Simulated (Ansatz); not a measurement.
Consider the cleavage of the Si–B bond: `NB[SiH2]N` + H₂Te → `N[SiH2][TeH]` + `BN`.

Calculated with Ansatz (gas phase, PBE0-D4/def2-TZVP geometries, no zero-point term in ΔE). CCSD(T)/CBS is the MP2 limit (def2-TZVPP, def2-QZVPP) plus CCSD(T) − MP2 in def2-TZVPP, frozen cores. This one scheme is used for every species. DFT in def2-TZVPP. def2 core potentials past Kr. For Te outer-core shells are correlated without core-valence functions, which leaves a few kJ/mol of doubt a bond. Each species was taken in one conformer, which may not be the lowest.

Task: Is it downhill or uphill in electronic energy at CCSD(T)/CBS, and by how much? (Best estimate.)

Result: The calculation gave: Downhill: ΔE = -97.2 kJ/mol.

Task: What do these levels give: BLYP-D4, B2PLYP, PBE-QIDH, CAM-B3LYP, HF/def2-SVP, HF/def2-QZVPP? (Estimate.)

Result: Computed: BLYP-D4 -91.5, B2PLYP -95.7, PBE-QIDH -98.3, CAM-B3LYP -89.7, HF/def2-SVP -96.7, HF/def2-QZVPP -99.3 kJ/mol.

Largest T1 diagnostic among the species: 0.013.

Leaving LDA and LC-ωPBE aside and taking each functional with its dispersion term where it has one, the values, not all of them listed here, spread over 15.8 kJ/mol, from BHLYP-D4 to B97M-V. At CCSD(T), def2-SVP lies +11.6 kJ/mol from the extrapolated value and def2-TZVPP +7.5 kJ/mol.
